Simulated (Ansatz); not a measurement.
Isomers of Ag₃Cl₄⁻ (singlet), relaxed with PBE-D4/def2-SVPD; total energies from Ansatz at RPA@PBE/def2-TZVPD.

| isomer | description | energy (Eh) |
| --- | --- | --- |
| A | point group C3v; 9 × Ag–Cl 2.52 to 2.79 Å | -2279.77636 |
| B | point group not assigned; 8 × Ag–Cl 2.42 to 2.61 Å | -2279.77683 |
| C | point group Cs; 7 × Ag–Cl 2.35 to 2.69 Å | -2279.77101 |
| D | point group C2; 6 × Ag–Cl 2.34 to 2.42 Å | -2279.78272 |

In the def2 sets Ag takes a core potential; there is no spin–orbit coupling. Correlated methods freeze 20 core orbitals; core or outer-core shells of Ag are correlated, in sets that lack core-valence functions.

The isomers come from a short search, and lower ones may exist.

Work out the relative energies (1 Eh = 2625.5 kJ/mol) and the Boltzmann populations at 500 K from electronic energies alone (R = 8.314 J/mol/K).

ΔE: A 16.7, B 15.5, C 30.7, D 0.0 kJ/mol. RT = 4.16 kJ/mol. Factors exp(−ΔE/RT): A 0.0181, B 0.0241, C 0.000624, D 1; sum 1.043. Populations: A 1.7 %, B 2.3 %, C 0.1 %, D 95.9 %. Zero-point energy, vibrational entropy and symmetry numbers are left out and can shift these; an error of 4 kJ/mol changes a ratio by a factor of 2.6. Over the other density-functional and correlated levels in def2 sets, the gap between D and B ranges from -2 to 27 kJ/mol.
